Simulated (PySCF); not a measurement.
## Ionisation energy of Mg+ by level of theory

Mg+ [Ne] 3s1 (2S) → Mg(2+) [Ne] (1S), as a difference of total energies. Computed with PySCF 2.14 in aug-cc-pV5Z (8s7p5d4f3g2h, 131 functions), with the non-relativistic Hamiltonian (point nucleus). The calculations carry no spin-orbit coupling.

| method | ionisation energy (eV) | error (eV) |
| --- | --- | --- |
| UHF | 14.724 | -0.311 |
| LDA | 15.361 | +0.326 |
| PBE | 15.346 | +0.311 |
| PBE0 | 15.238 | +0.203 |
| r2SCAN | 15.017 | -0.018 |
| revPBE | 15.264 | +0.229 |
| M06-2X | 15.176 | +0.141 |
| BHandHLYP | 15.307 | +0.272 |

Reference: 15.035 eV (measured; NIST Atomic Spectra Database, ionization energies).
